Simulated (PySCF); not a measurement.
2,2,2-trifluoroacetaldehyde (C2HF3O), SMILES O=CC(F)(F)F.

Geometry optimised at PBE-D3(BJ)/def2-SVP.

The numbers are results of PBE/def2-TZVP (PySCF), not measurements.

Isolated molecule, no solvent.

The total energy is -451.30190 hartree and the point group comes out as Cs. The highest occupied level is -7.07 eV, the lowest empty level is -3.43 eV and the orbital gap comes out as 3.64 eV. The dipole moment is 1.58 D, the quadrupole, principal values (traceless, Buckingham form, about the centre of nuclear charge) is -6.01, 1.56, 4.44 D·Å and the mean static polarisability is 30.0 bohr³ (4.45 Å³). The polarisability, principal values is 24.7, 30.2, 35.2 bohr³.
